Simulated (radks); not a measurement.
Results of a calculation; reference values are marked as such.
Ionisation ladder of europium, from Eu XXIII to Eu XLIV. Each ion is in the ground configuration listed by NIST, and IE = E(next ion) - E(this ion). Level of theory: Dirac Kohn-Sham, relativistic LDA (MacDonald-Vosko exchange, VWN5 correlation), spin-unpolarised, spherical densities, finite nucleus; open shells fill j = l - 1/2 first; Fermi nuclear charge, rms radius 5.1115 fm (a radial shooting solver on a logarithmic mesh with Libxc functionals).

species         configuration  IE, Delta-SCF (eV)  -e(HOMO) (eV)   HOMO  IE, NIST (eV)       kind  error (eV)
Eu XXIII             [Kr] 4d5              708.76         689.04  4d5/2            709     theory        -0.2
Eu XXIV              [Kr] 4d4              756.21         735.97  4d3/2            755     theory        +1.2
Eu XXV               [Kr] 4d3              797.10         776.55  4d3/2            795     theory        +2.1
Eu XXVI              [Kr] 4d2              838.59         817.74  4d3/2            838     theory        +0.6
Eu XXVII             [Kr] 4d1              880.68         859.54  4d3/2            879     theory        +1.7
Eu XXVIII                [Kr]              1038.5         1017.2  4p3/2           1037     theory        +1.5
Eu XXIX     [Ar] 3d10 4s2 4p5              1081.2         1059.8  4p3/2           1078     theory        +3.2
Eu XXX      [Ar] 3d10 4s2 4p4              1124.3         1102.7  4p3/2           1124     theory        +0.3
Eu XXXI     [Ar] 3d10 4s2 4p3              1167.7         1146.0  4p3/2           1167     theory        +0.7
Eu XXXII    [Ar] 3d10 4s2 4p2              1253.9         1231.2  4p1/2           1249     theory        +4.9
Eu XXXIII   [Ar] 3d10 4s2 4p1              1299.3         1276.5  4p1/2           1296     theory        +3.3
Eu XXXIV        [Ar] 3d10 4s2              1413.7         1391.3  4s1/2           1406     theory        +7.7
Eu XXXV         [Ar] 3d10 4s1              1457.9         1436.1  4s1/2         1456.1  semi-emp.        +1.8
Eu XXXVI            [Ar] 3d10              2492.8         2442.0  3d5/2           2495     theory        -2.2
Eu XXXVII            [Ar] 3d9              2595.5         2543.9  3d5/2           2591     theory        +4.5
Eu XXXVIII           [Ar] 3d8              2699.7         2647.4  3d5/2           2697     theory        +2.7
Eu XXXIX             [Ar] 3d7              2805.4         2752.3  3d5/2           2807     theory        -1.6
Eu XL                [Ar] 3d6              2912.6         2858.8  3d5/2           2914     theory        -1.4
Eu XLI               [Ar] 3d5              3021.2         2966.7  3d5/2           3022     theory        -0.8
Eu XLII              [Ar] 3d4              3167.3         3111.3  3d3/2           3168     theory        -0.7
Eu XLIII             [Ar] 3d3              3280.5         3223.7  3d3/2           3279     theory        +1.5
Eu XLIV              [Ar] 3d2              3395.0         3337.5  3d3/2           3398     theory        -3.0

Reference values: NIST Atomic Spectra Database (exp. = measured, semi-emp. = semi-empirical, theory = theoretical value adopted there). The ionisation energy per charge of the ion left behind rises most, in proportion, at Eu XXXVI ([Ar] 3d10), from 41.654 to 69.245 eV. Spin polarisation and multiplet splitting are left out, so open shells lie too high by an amount that depends on their filling.

Beside tabulated values, note that spin-unpolarised runs miss the spin-polarisation part of the exchange energy of open shells.
